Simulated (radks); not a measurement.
Removal energies from the xenon ion Xe+, [Kr] 4d10 5s2 5p5, by Delta-SCF beside the eigenvalue of the level emptied. Calculated with a radial shooting solver on a logarithmic mesh with Libxc functionals: scalar-relativistic Kohn-Sham, BLYP, spin-polarised, spherical densities, finite nucleus; Fermi nuclear charge, rms radius of each element as measured or else 0.836 A^(1/3) + 0.57 fm. Open shells are filled with parallel spins first.

| removed from | final configuration | Delta-SCF (eV) | -eigenvalue (eV) |
|---|---|---|---|
| 5p | [Kr] 4d10 5s2 5p4 | 21.008 | 16.483 |
| 5s | [Kr] 4d10 5s1 5p5 | 33.755 | 28.586 |
| 4d | [Kr] 4d9 5s2 5p5 | 77.919 | 69.105 |
| 4p | [Ar] 3d10 4s2 4p5 4d10 5s2 5p5 | 160.56 | 150.96 |
